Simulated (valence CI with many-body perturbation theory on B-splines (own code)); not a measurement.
The numbers below are computed, except where a source is named.
# From CI to CI+MBPT in Sr³³⁺

Level of theory: configuration interaction combined with many-body perturbation theory (CI+MBPT): three valence electrons over a frozen Dirac-Fock core [He], a basis of 11 s, 11 p, 9 d, 7 f, 5 g, 2 h, 1 i functions for each j, with the one-electron correlation potential Σ1 (screened to all orders), the two-electron term Σ2, the three-electron term Σ3, Breit, model QED; selected single and double excitations, second order for the rest (own B-spline code, finite nucleus).

No measured spectrum was set against this ion. As an estimate, large intervals hold to a few tenths of a per cent, small ones and those within an open d or f shell to about a per cent.

Each rung adds one term. CI alone is the Dirac-Coulomb CI over the frozen core; QED comes last and gives the full result, which names the levels. Energies are above (2s^2 2p1/2) J=1/2 on the same rung, in eV.

Levels are named by their leading jj configuration (3d3/2^4 stands for four electrons in 3d with j = 3/2), which in mixed levels can hold well under half, so a name can repeat and another be missing. Letters in brackets count levels of one name in rising energy.

```tsv
Level	CI alone
(2s^2 2p3/2) J=3/2	78.9
(2s 2p1/2^2) J=1/2	94.7
(2s 2p1/2 2p3/2) J=3/2 [a]	148.3
(2s 2p1/2 2p3/2) J=5/2	169.2
(2s 2p1/2 2p3/2) J=3/2 [b]	204.1
(2s 2p1/2 2p3/2) J=1/2	211.1
(2s 2p3/2^2) J=5/2	247.6
(2s 2p3/2^2) J=1/2	294.3
(2s 2p3/2^2) J=3/2	296.8
(2p1/2^2 2p3/2) J=3/2	314.3
(2p1/2 2p3/2^2) J=3/2	376.0
(2p1/2 2p3/2^2) J=5/2	390.7
(2p1/2 2p3/2^2) J=1/2	415.2
(2p3/2^3) J=3/2	478.7
(2s^2 3s) J=1/2	2371.0
(2s^2 3p1/2) J=1/2	2406.8
```

Q: What do these energies become with core correlation, Breit and QED?

A: (2s^2 2p3/2) J=3/2 77.3 (-1.62); (2s 2p1/2^2) J=1/2 94.6 (-0.19); (2s 2p1/2 2p3/2) J=3/2 [a] 146.7 (-1.54); (2s 2p1/2 2p3/2) J=5/2 166.2 (-2.94); (2s 2p1/2 2p3/2) J=3/2 [b] 201.8 (-2.38); (2s 2p1/2 2p3/2) J=1/2 209.6 (-1.51); (2s 2p3/2^2) J=5/2 243.9 (-3.66); (2s 2p3/2^2) J=1/2 291.8 (-2.56); (2s 2p3/2^2) J=3/2 293.1 (-3.73); (2p1/2^2 2p3/2) J=3/2 311.8 (-2.43); (2p1/2 2p3/2^2) J=3/2 372.4 (-3.60); (2p1/2 2p3/2^2) J=5/2 385.7 (-4.92); (2p1/2 2p3/2^2) J=1/2 412.0 (-3.17); (2p3/2^3) J=3/2 473.6 (-5.15); (2s^2 3s) J=1/2 2368.7 (-2.28); (2s^2 3p1/2) J=1/2 2404.5 (-2.30).

Q: How does the ionisation energy move along the ladder, and which term matters most?

A: CI alone 4237.1, + Σ1 4237.4, + Σ2 4237.4, + Σ3 4237.3, + Breit 4233.7, + QED 4233.8 eV. The largest step is Breit, -3.6 eV. NIST lists 4232 ± 3 eV (semi-empirical).
